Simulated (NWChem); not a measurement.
System: WNH2SOF; SMILES [NH]=[W](=[O])([F])[SH]

Excerpt of the output:

```
             Northwest Computational Chemistry Package (NWChem) 7.3.0
             --------------------------------------------------------

 C1  symmetry detected

                             Geometry "geometry" -> ""
                             -------------------------

 Output coordinates in angstroms (scale by  1.889725989 to convert to a.u.)

  No.       Tag          Charge          X              Y              Z
 ---- ---------------- ---------- -------------- -------------- --------------
    1 W                   74.0000    -0.02724726    -0.21429945     0.01887134
    2 O                    8.0000    -0.90924548    -0.58968848     1.42022729
    3 N                    7.0000    -0.98449012    -0.57456849    -1.39372824
    4 H                    1.0000    -1.85129448    -0.92542872    -1.79414895
    5 F                    9.0000     1.57250127    -1.18690661    -0.06133520
    6 S                   16.0000     0.23080439     2.11969356     0.04026663
    7 H                    1.0000     0.18760469     2.29013765    -1.30030013

 Effective nuclear repulsion energy (a.u.)     938.0560152102

 Summary of "ao basis" -> "ao basis" (spherical)
 ------------------------------------------------------------------------------
       Tag                 Description            Shells   Functions and Types
 ---------------- ------------------------------  ------  ---------------------
 W                          def2-svp                12       32   6s3p2d1f
 O                          def2-svp                 6       14   3s2p1d
 N                          def2-svp                 6       14   3s2p1d
 H                          def2-svp                 3        5   2s1p
 F                          def2-svp                 6       14   3s2p1d
 S                          def2-svp                 8       18   4s3p1d

            General Information
            -------------------
          SCF calculation type: DFT
          Wavefunction type:  closed shell.
          No. of atoms     :     7
          No. of electrons :    56
           Alpha electrons :    28
            Beta electrons :    28
          Charge           :     0
          Spin multiplicity:     1
          Use of symmetry is: off; symmetry adaption is: off
          Maximum number of iterations: 150
          AO basis - number of functions:   102
                     number of shells:    44
          Convergence on energy requested:  1.00D-06
          Convergence on density requested:  1.00D-05
          Convergence on gradient requested:  5.00D-04

              XC Information
              --------------
          PerdewBurkeErnzerhof Exchange Functional  1.000
            Perdew 1991 LDA Correlation Functional  1.000 local
           PerdewBurkeErnz. Correlation Functional  1.000 non-local

             Grid Information
             ----------------
          Grid used for XC integration:  medium
          Radial quadrature: Mura-Knowles
          Angular quadrature: Lebedev.
          Tag              B.-S. Rad. Rad. Pts. Rad. Cut. Ang. Pts.
          ---              ---------- --------- --------- ---------
          W                   1.35      123          10.0       590
          O                   0.60       49          11.0       434
          N                   0.65       49           9.0       434
          H                   0.35       45          11.0       434
          F                   0.50       49          10.0       434
          S                   1.00       88          11.0       590
          Grid pruning is: on
          Number of quadrature shells:   448
          Spatial weights used:  Erf1

      Superposition of Atomic Density Guess
      -------------------------------------

 Sum of atomic energies:        -699.75033978

      Non-variational initial energy
      ------------------------------

 Total energy =    -693.181852
 1-e energy   =   -1513.734900
 2-e energy   =     551.445985
 HOMO         =      -0.332478
 LUMO         =       0.003696

     ---------------------------------------------
      Total Density - Mulliken Population Analysis
     ---------------------------------------------

    Atom       Charge   Shell Charges
 -----------   ------   -------------------------------------------------------
    1 W   14    11.22   0.04 -0.35  1.80  0.54  0.39  0.07  5.49  0.58  0.15  2.00  0.37  0.15
    2 O    8     9.05   1.99  1.16  0.74  3.17  1.98  0.01
    3 N    7     8.04   1.99  1.09  0.57  2.65  1.74  0.01
    4 H    1     0.75   0.59  0.12  0.04
    5 F    9     9.63   1.99  1.15  0.80  3.53  2.16  0.00
    6 S   16    16.54   2.00  1.99  1.20  0.65  5.94  1.82  2.91  0.02
    7 H    1     0.76   0.56  0.17  0.03

   convergence    iter        energy       DeltaE   RMS-Dens  Diis-err
 ---------------- ----- ----------------- --------- --------- ---------
 d= 0,ls=0.0,diis     1   -695.3138364635 -9.64D+02  5.97D-02  4.11D+00
 d= 0,ls=0.0,diis     2   -686.0323913191  9.28D+00  5.25D-02  6.18D+01
 d= 0,ls=0.0,diis     3   -695.3368422481 -9.30D+00  1.35D-02  4.94D+00
 d= 0,ls=0.0,diis     4   -695.7931609979 -4.56D-01  4.63D-03  3.38D-01
 d= 0,ls=0.0,diis     5   -695.8017344656 -8.57D-03  3.48D-03  1.93D-01
  Resetting Diis
 d= 0,ls=0.0,diis     6   -695.8212299290 -1.95D-02  1.38D-03  4.59D-02
 d= 0,ls=0.0,diis     7   -695.8253444465 -4.11D-03  2.13D-03  5.06D-03
 d= 0,ls=0.0,diis     8   -695.8207409391  4.60D-03  1.55D-03  3.61D-02
 d= 0,ls=0.0,diis     9   -695.8257299112 -4.99D-03  3.47D-04  3.45D-03
 d= 0,ls=0.0,diis    10   -695.8261538669 -4.24D-04  4.19D-05  1.86D-05
 d= 0,ls=0.0,diis    11   -695.8261563787 -2.51D-06  1.52D-05  1.40D-06
 d= 0,ls=0.0,diis    12   -695.8261561841  1.95D-07  9.25D-06  3.81D-06

         Total DFT energy =     -695.826156184123
      One electron energy =    -1517.073063175253
           Coulomb energy =      611.706907592475
    Exchange-Corr. energy =      -59.567062979300
 Nuclear repulsion energy =      269.107062377954

 Numeric. integr. density =       56.000003491376

                       DFT Final Molecular Orbital Analysis
                       ------------------------------------

 Vector   26  Occ=2.000000D+00  E=-2.931092D-01
              MO Center= -4.9D-01,  7.1D-02, -4.7D-01, r^2= 3.5D+00
   Bfn.  Coefficient  Atom+Function         Bfn.  Coefficient  Atom+Function
  ----- ------------  ---------------      ----- ------------  ---------------
    51      0.376667  3 N  py                54     -0.269968  3 N  py
    90      0.219973  6 S  px                36      0.198544  2 O  px
    17      0.186142  1 W  d -1              16      0.180956  1 W  d -2
    91      0.178799  6 S  py                87      0.168596  6 S  px
     8      0.153759  1 W  py                69      0.141300  5 F  px

 Vector   27  Occ=2.000000D+00  E=-2.658946D-01
              MO Center= -5.7D-01, -2.8D-01, -4.7D-01, r^2= 3.5D+00
   Bfn.  Coefficient  Atom+Function         Bfn.  Coefficient  Atom+Function
  ----- ------------  ---------------      ----- ------------  ---------------
    50      0.300452  3 N  px                52     -0.301239  3 N  pz
    36      0.239740  2 O  px                53     -0.226093  3 N  px
    55      0.212600  3 N  pz                37      0.202713  2 O  py
    90      0.179361  6 S  px                39      0.172356  2 O  px
    49     -0.161641  3 N  s                 20      0.153934  1 W  d  2

 Vector   28  Occ=2.000000D+00  E=-2.532711D-01
              MO Center= -1.2D-01,  1.2D+00, -2.3D-01, r^2= 3.8D+00
   Bfn.  Coefficient  Atom+Function         Bfn.  Coefficient  Atom+Function
  ----- ------------  ---------------      ----- ------------  ---------------
    90      0.500749  6 S  px                87      0.366057  6 S  px
    52      0.214933  3 N  pz                84      0.208066  6 S  px
    51     -0.185448  3 N  py                36     -0.164993  2 O  px
    55     -0.164309  3 N  pz                54      0.143035  3 N  py
    39     -0.122758  2 O  px                91     -0.109828  6 S  py

 Vector   29  Occ=0.000000D+00  E=-1.010609D-01
              MO Center=  4.8D-02,  3.5D-02, -5.7D-02, r^2= 2.9D+00
   Bfn.  Coefficient  Atom+Function         Bfn.  Coefficient  Atom+Function
  ----- ------------  ---------------      ----- ------------  ---------------
    16      0.594083  1 W  d -2              20      0.498433  1 W  d  2
    90     -0.293083  6 S  px                55     -0.229222  3 N  pz
    52      0.185528  3 N  pz                87     -0.171101  6 S  px
    69      0.164625  5 F  px                21      0.163262  1 W  d -2
    38      0.157454  2 O  pz                41      0.156424  2 O  pz

 Vector   30  Occ=0.000000D+00  E=-9.399532D-02
              MO Center= -2.6D-01,  2.7D-03,  1.2D-02, r^2= 2.9D+00
   Bfn.  Coefficient  Atom+Function         Bfn.  Coefficient  Atom+Function
  ----- ------------  ---------------      ----- ------------  ---------------
    17      0.722710  1 W  d -1              99      0.334723  7 H  s
    37     -0.300562  2 O  py                40     -0.262374  2 O  py
    54      0.231599  3 N  py                51     -0.220560  3 N  py
    83     -0.217375  6 S  s                 22      0.178760  1 W  d -1
    98      0.172489  7 H  s                 49     -0.169752  3 N  s

 Vector   31  Occ=0.000000D+00  E=-6.409222D-02
              MO Center= -1.9D-01,  4.4D-02, -1.5D-01, r^2= 3.1D+00
   Bfn.  Coefficient  Atom+Function         Bfn.  Coefficient  Atom+Function
  ----- ------------  ---------------      ----- ------------  ---------------
    20      0.564817  1 W  d  2              91     -0.497086  6 S  py
    16     -0.406275  1 W  d -2              83      0.397684  6 S  s
    18      0.342628  1 W  d  0               5     -0.310720  1 W  s
    51      0.249391  3 N  py                54     -0.248157  3 N  py
    25      0.211590  1 W  d  2              88     -0.188165  6 S  py

     ---------------------------------------------
      Total Density - Mulliken Population Analysis
     ---------------------------------------------

    Atom       Charge   Shell Charges
 -----------   ------   -------------------------------------------------------
    1 W   14    13.14   0.04 -0.37  1.90  0.46  0.46 -0.01  5.58  0.54  0.25  3.55  0.57  0.17
    2 O    8     8.28   1.99  1.13  0.77  2.76  1.62  0.01
    3 N    7     7.34   1.99  1.03  0.59  2.35  1.37  0.01
    4 H    1     0.84   0.70  0.10  0.04
    5 F    9     9.28   1.99  1.13  0.82  3.32  2.02  0.00
    6 S   16    16.25   2.00  1.98  1.27  0.63  5.92  1.83  2.59  0.04
    7 H    1     0.86   0.70  0.13  0.03

     -------------------------------------------
      Total Density - Lowdin Population Analysis
     -------------------------------------------

    Atom       Charge   Shell Charges
 -----------   ------   -------------------------------------------------------
    1 W   14    14.01   0.00  0.04  1.09  0.79  0.37  0.16  4.94  1.28  0.49  3.25  1.27  0.32
    2 O    8     8.09   1.98  0.98  0.70  2.62  1.80  0.02
    3 N    7     7.09   1.97  0.80  0.51  2.18  1.61  0.03
    4 H    1     0.90   0.57  0.20  0.13
    5 F    9     9.11   1.98  1.03  0.77  3.19  2.14  0.01
    6 S   16    15.83   2.00  1.95  0.97  0.64  5.81  1.90  2.51  0.05
    7 H    1     0.96   0.60  0.28  0.08

     Multipole analysis of the density
     ---------------------------------

     L   x y z        total         alpha         beta         nuclear
     -   - - -        -----         -----         ----         -------
     0   0 0 0     -0.000000    -28.000000    -28.000000     56.000000

     1   1 0 0     -0.266172     -1.677781     -1.677781      3.089391
     1   0 1 0      0.262586    -12.017724    -12.017724     24.298034
     1   0 0 1     -0.887171      0.626264      0.626264     -2.139700

     2   2 0 0    -39.913457    -91.339479    -91.339479    142.765501
     2   1 1 0      1.892263     -1.738674     -1.738674      5.369610
     2   1 0 1      3.146675     -1.328347     -1.328347      5.803369
     2   0 2 0    -39.593242   -191.931186   -191.931186    344.269131
     2   0 1 1     -0.689372      0.454652      0.454652     -1.598676
     2   0 0 2    -39.281306    -81.613350    -81.613350    123.945394
```

Level: PBE/def2-SVP with def2 effective core potentials on W. Structure relaxed at the PBE0/def2-SVP level. Not confirmed as a minimum by frequencies. def2 effective core potentials on W; no spin-orbit coupling.

**Question.** Which NWChem input produces such a log?

**Answer.** One answer among several that fit: the input that was run:
```
start job
memory heap 200 mb stack 900 mb global 1100 mb
geometry units angstroms noautoz
  W      0.002537    -0.163706    -0.023017
  O     -0.458057    -0.701266     1.520200
  N     -1.221534    -0.596932    -1.187281
  H     -2.111778    -1.044626    -1.391793
  F      1.638137    -0.913549    -0.546602
  S     -0.022340     2.181717     0.090754
  H     -0.412607     2.392167    -1.186524
end
basis spherical
  W library def2-svp
  O library def2-svp
  N library def2-svp
  H library def2-svp
  F library def2-svp
  S library def2-svp
end
ecp
  W library def2-ecp
end
dft
  xc xpbe96 cpbe96
  iterations 150
  mulliken
end
task dft energy
```
